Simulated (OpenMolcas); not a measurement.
Ni2+: moving the ligands

Ni2+ with 6 ligands (fluoride) in octahedral coordination (Oh) at 2 Å. A charge of +0.667 e stands 2.4 Å behind each ligand. Ligand basis ANO-RCC-VDZP.
```
Ni    0.0000    0.0000    0.0000
F     2.0000    0.0000    0.0000
F     0.0000    2.0000    0.0000
F    -2.0000    0.0000    0.0000
F     0.0000   -2.0000    0.0000
F     0.0000    0.0000    2.0000
F     0.0000    0.0000   -2.0000
```

```
Program             : OpenMolcas
Method              : CASSCF
Basis               : ANO-RCC-VDZP [5s4p2d1f]
Scalar Hamiltonian  : DKH2, point nucleus
Active space        : 8 electrons in 5 orbitals (3d)
State averaging     : 2S+1 = 3 even, 10 roots; 2S+1 = 1 even, 15 roots
Spin-orbit coupling : state interaction with AMFI integrals over the reference wave functions
```

Runs around this geometry, states (labels of O, the rotations of Oh). Energies in cm-1 above the lowest state or level, χT in cm3 K/mol; 10Dq and B are least-squares fits to the states below 45000 cm-1, weighted by degeneracy, with a free offset, and given where the rms deviation is under 5 % of |10Dq| (or 100 cm-1) and under 700 cm-1.

```
R (Å)  Ground state  First state of that spin  10Dq  B (rms of fit)  First gap with spin-orbit (degeneracies)  χT at 300 K  First state of another spin
 1.96           3A2                  3T2 6870  6738       1274 (67)                               6597 (3, 2)        1.447                     1E 18611
    2           3A2                  3T2 6061  5940       1276 (63)                               5786 (3, 2)        1.508                     1E 18494
 2.09           3A2                  3T2 4589  4491       1279 (53)                               4308 (3, 2)        1.669                     1E 18199
```

Taking |10Dq| as R^-n, n = -ln(4491 / 6738) / ln(2.09 / 1.96) = 6.3 between the shortest and longest distance. The point-charge formula for a cubic d site gives n = 5.

Without dynamic correlation the repulsion within the d shell is too large (B by tens of per cent), so at a given field states of lower spin stand too high. Ligand-to-metal charge-transfer states are missing. With no ligand orbital active B as a rule stays too high, so bands that hang on it stand too high and its fall with covalency is understated. With metal d orbitals alone and no dynamic correlation the field as a rule comes out too small, by tens of per cent, by up to half for chloride and softer ligands, and the orbital part of g and χT, which goes as 1/10Dq, too large. No measured value stands beside these numbers; the geometry was imposed, not optimised, and the real ion may take another.
